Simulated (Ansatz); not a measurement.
`F[SiH](Cl)[GeH2][Cl]` + NH₃ → `N[SiH](F)Cl` + `[Cl][GeH3]` at 600 K and 1 bar (cleavage of the Si–Ge bond).

Calculated with Ansatz (gas phase, PBE0-D4/def2-TZVP geometries, no zero-point term in ΔE). CCSD(T)/CBS adds triple-zeta CCSD(T) − MP2 to the extrapolated MP2 energy (def2 sets, frozen cores). This one scheme is used for every species. For Ge outer-core shells are correlated without core-valence functions, which leaves a few kJ/mol of doubt a bond. Scalar relativity is left out up to krypton. Each species was taken in one conformer, which may not be the lowest.

```
               species  CCSD(T)/CBS energy (Eh)  H − E (kJ/mol)  S (J/(mol·K))
`F[SiH](Cl)[GeH2][Cl]`              -3386.49998           145.1          482.7
                   NH₃                -56.50880           112.4          219.5
         `N[SiH](F)Cl`               -905.31614           152.4          387.3
          `[Cl][GeH3]`              -2537.71925            96.6          309.8
```

H − E and S are ideal-gas, rigid-rotor, harmonic terms from PBE0-D4/def2-TZVP, for one conformer and one mirror image of each species. 1 Eh = 2625.50 kJ/mol, R = 8.31446 J/(mol·K).

By hand: ΔE, ΔH, ΔS and ΔG.

ΔE = (-905.31614) + (-2537.71925) − (-3386.49998) − (-56.50880) = -0.02661 Eh = -69.9 kJ/mol. Δ(H − E) = 152.4 + 96.6 − 145.1 − 112.4 = -8.5, so ΔH = -78.4 kJ/mol. ΔS = 387.3 + 309.8 − 482.7 − 219.5 = -5.1 J/(mol·K). ΔG = -78.4 − 600 × (-5.1)/1000 = -75.3 kJ/mol.

By hand: the equilibrium constant, and the temperature at which ΔG would vanish if ΔH and ΔS stayed fixed.

log₁₀ K = −ΔG/(RT ln 10) = 6.6. ΔG = 0 at ΔH/ΔS = 15373 K, far beyond where these terms or the molecules hold.

The number of gas molecules stays the same, so ΔS is small and ΔH decides. A doubt of 5 kJ/mol in ΔE shifts log₁₀ K by 0.4 here. Other conformers and mirror images would add mixing entropy, several J/(mol·K) or more a flexible species. Modes under 60 cm⁻¹, often nearly free rotors, make the harmonic entropy too high. These are equilibria of isolated gas molecules and say nothing of rates. Largest T1 diagnostic: 0.011 (customary marks: 0.02 for closed shells, 0.045 for open ones).
